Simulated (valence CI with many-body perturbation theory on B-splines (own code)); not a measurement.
Forbidden lines of Re36+

Method: relativistic CI+MBPT: three valence electrons over a frozen Dirac-Fock core [Kr], a basis of 9 s, 9 p, 10 d, 8 f, 5 g, 3 h, 1 i functions for each j, with the one-electron correlation potential Σ1 (screened to all orders), the two-electron term Σ2, the three-electron term Σ3, Breit, model QED; selected single and double excitations, second order for the rest (own B-spline code, finite nucleus).

The last digits are not significant, and no measured levels were compared; by estimate large intervals hold to a few tenths of a per cent, small ones and those within an open d or f shell to about a per cent. Only levels of the ground parity were solved; by the run's estimate the other parity begins above the list, which can be wrong where configurations are misplaced.

Lines 1 to 50 of 54 in falling wavelength, among levels below 565470 cm⁻¹, chosen from the decays that carry over 1 % of a level's rate. Wavelengths and rates use the calculated energies. Electric multipoles are in the length gauge, E1 and E2 with the static RPA response of the core. Weak lines are less certain than strong ones. Lines between different terms over intervals too small for the method are left out, as are lines whose strength nearly cancels. The highest levels of a list are the least certain.

Levels are named by their leading jj configuration (3d3/2^4 stands for four electrons in 3d with j = 3/2), which in mixed levels can hold well under half, so a name can repeat and another be missing. Letters in brackets count levels of one name in rising energy.

| λ vac (nm) | Upper | Lower | Type | A (s⁻¹) | Branch % |
| --- | --- | --- | --- | --- | --- |
| 3741 | (4d3/2^2 4d5/2) J=9/2 | (4d3/2^2 4d5/2) J=7/2 | M1 | 1.43e-01 | 99.9 |
| 316.0 | (4d3/2^2 4d5/2) J=7/2 | (4d3/2^2 4d5/2) J=5/2 [a] | M1 | 4.58e+02 | 96.2 |
| 141.8 | (4d3/2^2 4d5/2) J=5/2 [b] | (4d3/2^2 4d5/2) J=7/2 | M1 | 3.47e+02 | 3.7 |
| 139.1 | (4d3/2 4d5/2^2) J=7/2 [b] | (4d3/2 4d5/2^2) J=7/2 [a] | M1 | 8.24e+02 | 2.3 |
| 121.2 | (4d3/2^2 4d5/2) J=5/2 [b] | (4d3/2^2 4d5/2) J=3/2 | M1 | 2.15e+03 | 23.0 |
| 113.8 | (4d3/2 4d5/2^2) J=3/2 [a] | (4d3/2^2 4d5/2) J=5/2 [b] | M1 | 1.84e+03 | 1.3 |
| 112.7 | (4d5/2^3) J=3/2 | (4d3/2 4d5/2^2) J=3/2 [b] | M1 | 2.81e+03 | 1.9 |
| 109.5 | (4d3/2 4d5/2^2) J=3/2 [b] | (4d3/2 4d5/2^2) J=1/2 | M1 | 2.02e+03 | 2.4 |
| 99.53 | (4d3/2 4d5/2^2) J=3/2 [b] | (4d3/2 4d5/2^2) J=3/2 [a] | M1 | 3.28e+03 | 3.9 |
| 97.88 | (4d3/2^2 4d5/2) J=5/2 [b] | (4d3/2^2 4d5/2) J=5/2 [a] | M1 | 5.89e+02 | 6.3 |
| 96.76 | (4d3/2 4d5/2^2) J=5/2 [a] | (4d3/2^2 4d5/2) J=5/2 [b] | M1 | 1.12e+04 | 16.1 |
| 82.62 | (4d5/2^3) J=5/2 | (4d3/2 4d5/2^2) J=3/2 [b] | M1 | 7.29e+03 | 3.7 |
| 78.89 | (4d3/2 4d5/2^2) J=5/2 [b] | (4d3/2^2 4d5/2) J=5/2 [b] | M1 | 1.78e+04 | 39.5 |
| 77.34 | (4d5/2^3) J=9/2 | (4d3/2 4d5/2^2) J=11/2 | M1 | 4.52e+03 | 3.2 |
| 76.77 | (4d3/2 4d5/2^2) J=7/2 [a] | (4d3/2^2 4d5/2) J=7/2 | M1 | 2.11e+04 | 18.5 |
| 75.97 | (4d3/2 4d5/2^2) J=7/2 [b] | (4d3/2^2 4d5/2) J=5/2 [b] | M1 | 4.13e+03 | 11.3 |
| 75.64 | (4d3/2^2 4d5/2) J=5/2 [a] | (4d3/2^3) J=3/2 | M1 | 5.86e+04 | 100.0 |
| 70.56 | (4d3/2 4d5/2^2) J=9/2 | (4d3/2^2 4d5/2) J=9/2 | M1 | 4.09e+04 | 62.3 |
| 69.25 | (4d3/2 4d5/2^2) J=9/2 | (4d3/2^2 4d5/2) J=7/2 | M1 | 2.47e+04 | 37.7 |
| 66.52 | (4d5/2^3) J=3/2 | (4d3/2 4d5/2^2) J=5/2 [b] | M1 | 4.54e+03 | 3.1 |
| 65.85 | (4d3/2^2 4d5/2) J=3/2 | (4d3/2^3) J=3/2 | M1 | 4.78e+04 | 99.8 |
| 64.92 | (4d3/2 4d5/2^2) J=3/2 [a] | (4d3/2^2 4d5/2) J=1/2 | M1 | 1.45e+04 | 10.2 |
| 62.43 | (4d5/2^3) J=9/2 | (4d3/2 4d5/2^2) J=9/2 | M1 | 5.58e+04 | 39.8 |
| 61.77 | (4d3/2 4d5/2^2) J=7/2 [a] | (4d3/2^2 4d5/2) J=5/2 [a] | M1 | 9.29e+04 | 81.4 |
| 61.29 | (4d3/2 4d5/2^2) J=1/2 | (4d3/2^2 4d5/2) J=1/2 | M1 | 8.46e+04 | 93.9 |
| 61.03 | (4d3/2^2 4d5/2) J=7/2 | (4d3/2^3) J=3/2 | E2 | 1.79e+01 | 3.8 |
| 59.46 | (4d3/2^2 4d5/2) J=1/2 | (4d3/2^3) J=3/2 | M1 | 1.80e+04 | 99.1 |
| 58.70 | (4d3/2 4d5/2^2) J=3/2 [a] | (4d3/2^2 4d5/2) J=3/2 | M1 | 8.49e+04 | 59.7 |
| 57.93 | (4d3/2 4d5/2^2) J=11/2 | (4d3/2^2 4d5/2) J=9/2 | M1 | 2.76e+04 | 99.4 |
| 57.56 | (4d5/2^3) J=3/2 | (4d3/2 4d5/2^2) J=5/2 [a] | M1 | 5.00e+04 | 33.7 |
| 57.52 | (4d3/2 4d5/2^2) J=5/2 [a] | (4d3/2^2 4d5/2) J=7/2 | M1 | 3.32e+03 | 4.8 |
| 57.37 | (4d5/2^3) J=9/2 | (4d3/2 4d5/2^2) J=7/2 [a] | M1 | 7.89e+04 | 56.2 |
| 56.27 | (4d5/2^3) J=5/2 | (4d3/2 4d5/2^2) J=7/2 [b] | M1 | 1.91e+04 | 9.7 |
| 55.72 | (4d3/2 4d5/2^2) J=1/2 | (4d3/2^2 4d5/2) J=3/2 | M1 | 4.79e+03 | 5.3 |
| 55.52 | (4d5/2^3) J=3/2 | (4d3/2 4d5/2^2) J=1/2 | M1 | 3.42e+04 | 23.0 |
| 54.76 | (4d5/2^3) J=5/2 | (4d3/2 4d5/2^2) J=5/2 [b] | M1 | 3.10e+04 | 15.7 |
| 53.80 | (4d3/2 4d5/2^2) J=5/2 [a] | (4d3/2^2 4d5/2) J=3/2 | M1 | 4.68e+04 | 67.3 |
| 53.10 | (4d3/2 4d5/2^2) J=3/2 [b] | (4d3/2^2 4d5/2) J=5/2 [b] | M1 | 4.83e+04 | 57.0 |
| 52.84 | (4d5/2^3) J=3/2 | (4d3/2 4d5/2^2) J=3/2 [a] | M1 | 5.52e+04 | 37.2 |
| 52.63 | (4d3/2 4d5/2^2) J=3/2 [a] | (4d3/2^2 4d5/2) J=5/2 [a] | M1 | 3.95e+04 | 27.8 |
| 50.69 | (4d3/2 4d5/2^2) J=5/2 [b] | (4d3/2^2 4d5/2) J=7/2 | M1 | 2.37e+04 | 52.8 |
| 50.13 | (4d3/2 4d5/2^2) J=7/2 [b] | (4d3/2^2 4d5/2) J=9/2 | M1 | 1.35e+04 | 36.9 |
| 49.47 | (4d3/2 4d5/2^2) J=7/2 [b] | (4d3/2^2 4d5/2) J=7/2 | M1 | 1.47e+04 | 40.3 |
| 48.66 | (4d3/2 4d5/2^2) J=5/2 [a] | (4d3/2^2 4d5/2) J=5/2 [a] | M1 | 7.16e+03 | 10.3 |
| 48.54 | (4d5/2^3) J=5/2 | (4d3/2 4d5/2^2) J=5/2 [a] | M1 | 4.88e+04 | 24.8 |
| 45.14 | (4d5/2^3) J=5/2 | (4d3/2 4d5/2^2) J=3/2 [a] | M1 | 5.64e+04 | 28.6 |
| 43.68 | (4d3/2 4d5/2^2) J=5/2 [b] | (4d3/2^2 4d5/2) J=5/2 [a] | M1 | 2.59e+03 | 5.8 |
| 42.77 | (4d3/2 4d5/2^2) J=7/2 [b] | (4d3/2^2 4d5/2) J=5/2 [a] | M1 | 2.99e+03 | 8.2 |
| 42.67 | (4d3/2^2 4d5/2) J=5/2 [b] | (4d3/2^3) J=3/2 | M1 | 6.21e+03 | 66.4 |
| 40.06 | (4d5/2^3) J=5/2 | (4d3/2 4d5/2^2) J=7/2 [a] | M1 | 3.06e+04 | 15.6 |
